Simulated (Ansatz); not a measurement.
**Two structures, one formula**

Two relaxed structures of H$_{2}$TeSO, closed shell (PBE0-D4/def2-TZVP; forces vanish, vibrations not checked).

A:

| atom | x (Å) | y (Å) | z (Å) |
| --- | --- | --- | --- |
| O1 | -0.6482 | 0.3792 | 0.4205 |
| S2 | -1.0015 | -1.1341 | -0.1267 |
| Te3 | 1.0340 | 1.2888 | -0.1461 |
| H4 | -1.5751 | -0.8074 | -1.3048 |
| H5 | 2.0158 | 0.3458 | 0.8094 |

B:

```
5
angstrom
O -1.0428 -1.1127 -0.1958
S -0.8458 0.3341 0.5875
Te 1.1739 1.2631 -0.1991
H -1.4688 -0.9363 -1.0425
H 2.1834 0.4519 0.8498
```

Ansatz 0.2.0; basis: def2-TZVPP; cores frozen in the correlated methods. Filled d shells of the heavier atoms are correlated. Core potentials replace the inner electrons of the atoms past krypton. The def2 sets are not built for correlating such inner shells, so the correlated values are less sure here. B3LYP uses VWN-RPA correlation.

Which structure is lower at CCSD(T), and by how much? (An estimate is asked for; the value comes from the calculation.)

Computed: B, by 1.028 eV (electronic energy, against the other). By their contacts, A is H₂TeSO ([SH][O][TeH]) and B is H₂TeSO ([OH][S][TeH]).

All methods give the same order:

```json
{"method": "PBE-D4", "E(B) − E(A) (eV)": "-1.153"}
{"method": "r2SCAN-D4", "E(B) − E(A) (eV)": "-1.153"}
{"method": "PBE0-D4", "E(B) − E(A) (eV)": "-1.179"}
{"method": "B3LYP-D4", "E(B) − E(A) (eV)": "-1.053"}
{"method": "wB97M-V", "E(B) − E(A) (eV)": "-1.054"}
{"method": "HF", "E(B) − E(A) (eV)": "-1.007"}
{"method": "MP2", "E(B) − E(A) (eV)": "-1.084"}
{"method": "CCSD", "E(B) − E(A) (eV)": "-1.017"}
{"method": "CCSD(T)", "E(B) − E(A) (eV)": "-1.028"}
```

The T1 diagnostic stays at or below 0.016.

Labels in which every atom is bracketed show which atoms are joined, not bond orders.

For scale, one of the runs: CCSD(T)/def2-TZVPP, 151 basis functions, launched by `ansatz run in.yaml --threads 2 --pin off --events-out ev --progress --plain --max-ram 4352MiB`. Time: 43 s of wall clock on 2 CPU threads of an Arm Neoverse V2; the host was shared. Peak host memory: 1.1 GiB.
